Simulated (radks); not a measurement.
Valence configurations of Te+ (all share [Kr]). All-electron calculation, Dirac Kohn-Sham, PBEsol, spin-unpolarised, spherical densities, finite nucleus; open shells fill j = l - 1/2 first; Fermi nuclear charge, rms radius 4.7423 fm. Program: a radial shooting solver on a logarithmic mesh with Libxc functionals. Energies are relative to 4d10 5s2 5p3; eigenvalues in eV.

valence           E (eV)  e(4d3/2)  e(4d5/2)  e(5p1/2)  e(5p3/2)  e(5s1/2)
4d10 5s2 5p3       0.000   -51.183   -49.711   -14.217   -13.283   -23.313
4d10 5s1.5 5p3.5   5.039   -51.919   -50.445   -14.567   -13.616   -23.740
4d10 5s1 5p4      10.124   -52.641   -51.164   -14.907   -13.938   -24.155
4d10 5p5          20.431   -54.045   -52.564   -15.558   -14.555         -
4d9.5 5s1.5 5p4   24.090   -55.224   -53.718   -15.362   -14.341   -24.859
4d9 5s2 5p4       38.988   -57.833   -56.296   -15.817   -14.743   -25.559
4d9 5s1 5p5       49.890   -59.203   -57.661   -16.457   -15.349   -26.336
4d9 5p6           60.961   -60.530   -58.984   -17.067   -15.926         -
4d8 5s2 5p5       83.118   -64.456   -62.854   -17.355   -16.140   -27.704
4d8 5s1 5p6       94.762   -65.754   -64.147   -17.957   -16.709   -28.432

NIST lists [Kr] 4d10 5s2 5p3 as the ground configuration; this level of theory agrees among the configurations tried. The energies are those of spherical spin-averaged densities, not of single terms.
